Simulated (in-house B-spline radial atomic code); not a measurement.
Atomic self-consistent-field run: Rh IV (Rh3+). Level of theory: scalar-relativistic (X2C) PBE, spherical fractional occupations, Fermi nucleus of rms radius 4.4945 fm, inside a hard spherical wall at 4.22 bohr; calculated with an all-electron radial atomic-structure program (B-spline basis).

Command:
```bash
python run_scf.py task.json out
```
Settings (nuclear radius in fm, mass in u):
```
Z                45
configuration    [Ar] 3d9 4s2 4p6 4d6 4f1
hamiltonian      x2c
method           pbe,pbe
spin_polarised   False
nucleus          fermi
rms_radius       4.4945
atomic_mass      102.90549
speed_of_light   137.035999084
wall_radius      4.22
```

Output (hartree, bohr):
```
 radial grid: 62 intervals, B-splines of order 8, outer radius 4.22 bohr

 iter        energy (Eh)    residual
    1       -4756.468833    4.90e-01
    2       -4761.319186    4.35e-01
    3       -4768.117637    6.12e-02
    4       -4768.299221    8.36e-03
    5       -4768.303119    5.15e-03
    6       -4768.303996    2.08e-03
    7       -4768.304139    4.17e-04
    8       -4768.304147    2.22e-06
    9       -4768.304147    7.41e-07
   10       -4768.304147    4.68e-08

 total energy                     -4768.30415
 kinetic                            4973.0312
 electron-nucleus                 -11461.9269
 Hartree                            1857.4791
 exchange-correlation               -136.8875

 orbital      occ     eigenvalue          <r>       <r^2>       <1/r>       r_max
 1s         2.000      -847.9713    0.0321013  0.00140274     48.8105     0.02055
 2s         2.000      -125.3090     0.141446   0.0236458     10.9837      0.1197
 2p         6.000      -112.6318     0.123451    0.018627      10.357     0.09551
 3s         2.000       -24.2412     0.387535     0.17192     3.81252      0.3501
 3p         6.000       -20.0677     0.386487    0.173549     3.58389      0.3428
 3d         9.000       -13.4307     0.364238    0.158066     3.35182      0.2886
 4s         2.000        -4.6760     0.949545     1.01955     1.46445      0.8636
 4p         6.000        -3.4484      1.03052     1.21159     1.31738      0.9173
 4d         6.000        -1.6570      1.27412     1.89935     1.03692       1.053
 4f         1.000        -0.2139      2.16506     5.23694     0.54166       2.183
```

Cost of the run: 0.09 s on 1 thread of Arm Neoverse V2 (shared host).

One-electron X2C: radii and densities carry no picture-change correction, so inner-shell <1/r> comes out high (for 1s by about 2 % at Z = 33, 5 % at 54, 10 % at 75, 30 % at 118) and <r> low.
